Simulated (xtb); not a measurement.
C₄H₇, charge -1, singlet, at a GFN2-xTB geometry. Base run: xtb with GFN2-xTB.

xtb was given this input:
```
$ xtb mol.xyz --gfn 2 --chrg -1 --json

# file mol.xyz
11

C     -0.19024082     0.13060277     1.42330928
C     -0.00498966     0.11664803     0.05908609
H     -0.28744948     1.05632604     1.97577308
H     -0.20755370    -0.77968074     2.01169741
C      0.08676696     1.20492954    -0.78061181
H      0.17732246     1.09117949    -1.85501323
H     -0.03223483     2.21755638    -0.41733078
C      0.10356375    -1.24871026    -0.60034753
H      0.36600386    -2.02101005     0.12619141
H     -0.84814294    -1.53662037    -1.06173446
H      0.86145311    -1.24857125    -1.38819972
```

Variants of this job, named by their change:

```csv
change,ΔE vs base (kJ/mol),HOMO-LUMO gap (eV),G_solv (kcal/mol),SCF cycles
base,0.00,3.85,-,10
acc = 0.0001,0.00,3.85,-,16
alpb = dmf,-216.0,3.88,-51.93,10
acc = 1000,0.02,3.86,-,5
alpb = methanol,-241.8,3.89,-58.29,11
```

ALPB and GBSA are two models with their own fitted parameters for each solvent, which aren't always the measured dielectric constant.
